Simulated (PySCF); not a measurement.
B2O3, SMILES B(=O)OB=O. Atoms are numbered in the order given.

```xyz
5

O      0.0000     0.0000    -2.5376
B      0.0000     0.0000    -1.3182
O      0.0000     0.0000     0.0000
B      0.0000     0.0000     1.3182
O      0.0000     0.0000     2.5376
```
Charge 0, spin multiplicity 1.

Geometry: PBE-D3(BJ)/def2-SVP. One conformer was computed; it need not be the lowest.

Method: PBE-D3(BJ)/def2-SVP in PySCF 2.14.0.

No scaling factor is applied to the harmonic values.

Modes within 1.5 cm⁻¹ of each other (mostly degenerate sets) share a row, with their intensities summed.

### Question
Give all harmonic wavenumbers and intensities. (Estimate from the structure and the level; the computed values follow.)

### Answer

| mode | ν (cm⁻¹) | IR (km/mol) | moving atoms (share of kinetic energy) |
|---|---|---|---|
| 1–2 | 37 | 12.4 | O 99 % |
| 3–4 | 454 | 0.0 | B 85 %, O 15 % |
| 5–6 | 462 | 182.1 | B 68 %, O 32 % |
| 7 | 667 | 0.0 | O 75 %, B 25 % |
| 8 | 1308 | 64.7 | O 100 % |
| 9 | 2104 | 0.0 | B 75 %, O 25 % |
| 10 | 2156 | 1416.1 | B 69 %, O 31 % |
